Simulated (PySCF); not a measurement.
## Correlation energy of Cu²⁺ (copper, charge +2)

[Ar] 3d8 4p1, one real determinant (an excited configuration). Calculation: PySCF 2.14, in def2-QZVPPD; no relativity, point nucleus. Frozen: [Ar]; 9 electrons correlated.

| level | correlation energy (mhartree) |
| --- | --- |
| CCSD | -252.93 |
| (T) | -5.08 |
| CCSD(T) | -258.01 |

Diagnostics: T1 = 0.0079, D1 = 0.0253, largest double amplitude 0.034.

The real determinant used has ⟨L²⟩ near 14 against 20 for a pure G term, so it mixes terms.

Cost of the coupled-cluster step: of the order of 40 core-seconds, for 9 correlated electrons.

Iterations:

```
CC2 = 0
CCSD nocc = (np.int64(6), np.int64(3)), nmo = (91, 91)
frozen orbitals [[0, 1, 2, 3, 4, 5, 6, 7, 8], [0, 1, 2, 3, 4, 5, 6, 7, 8]]
max_cycle = 100
direct = 0
conv_tol = 1e-08
conv_tol_normt = 1e-06
diis_space = 8
diis_start_cycle = 0
Init t2, MP2 energy = -0.257983219282407
Init E_corr(UCCSD) = -0.257983219283315
cycle = 1  E_corr(UCCSD) = -0.249552521547819  dE = 0.00843069774  norm(t1,t2) = 0.03258
cycle = 2  E_corr(UCCSD) = -0.252127247876748  dE = -0.00257472633  norm(t1,t2) = 0.0115791
cycle = 3  E_corr(UCCSD) = -0.252226605502451  dE = -9.93576257e-05  norm(t1,t2) = 0.006796
cycle = 4  E_corr(UCCSD) = -0.252677759055431  dE = -0.000451153553  norm(t1,t2) = 0.0047575
cycle = 5  E_corr(UCCSD) = -0.252853414628214  dE = -0.000175655573  norm(t1,t2) = 0.00352875
cycle = 6  E_corr(UCCSD) = -0.252896309627711  dE = -4.28949995e-05  norm(t1,t2) = 0.00142469
cycle = 7  E_corr(UCCSD) = -0.252928639506368  dE = -3.23298787e-05  norm(t1,t2) = 0.000678727
cycle = 8  E_corr(UCCSD) = -0.252922975851487  dE = 5.66365488e-06  norm(t1,t2) = 0.000473591
cycle = 9  E_corr(UCCSD) = -0.252920518054421  dE = 2.45779707e-06  norm(t1,t2) = 0.000401937
cycle = 10  E_corr(UCCSD) = -0.252933087753988  dE = -1.25696996e-05  norm(t1,t2) = 0.000276529
cycle = 11  E_corr(UCCSD) = -0.252931768445681  dE = 1.31930831e-06  norm(t1,t2) = 0.000144655
cycle = 12  E_corr(UCCSD) = -0.252931597524866  dE = 1.70920815e-07  norm(t1,t2) = 5.61965e-05
cycle = 13  E_corr(UCCSD) = -0.252932221724047  dE = -6.24199181e-07  norm(t1,t2) = 1.27541e-05
cycle = 14  E_corr(UCCSD) = -0.252932257306351  dE = -3.55823034e-08  norm(t1,t2) = 5.59271e-06
cycle = 15  E_corr(UCCSD) = -0.252932312367695  dE = -5.50613444e-08  norm(t1,t2) = 2.58024e-06
cycle = 16  E_corr(UCCSD) = -0.252932240932047  dE = 7.14356481e-08  norm(t1,t2) = 1.82092e-06
cycle = 17  E_corr(UCCSD) = -0.25293216533931  dE = 7.55927368e-08  norm(t1,t2) = 1.33927e-06
cycle = 18  E_corr(UCCSD) = -0.252932141521007  dE = 2.3818303e-08  norm(t1,t2) = 7.5037e-07
cycle = 19  E_corr(UCCSD) = -0.252932134432019  dE = 7.08898829e-09  norm(t1,t2) = 3.74823e-07
UCCSD converged
E(UCCSD) = -1637.852281529344  E_corr = -0.2529321344320189
UCCSD(T) correction = -0.00507936546361995
```

The reference is one real determinant that mixes LS terms of this configuration.
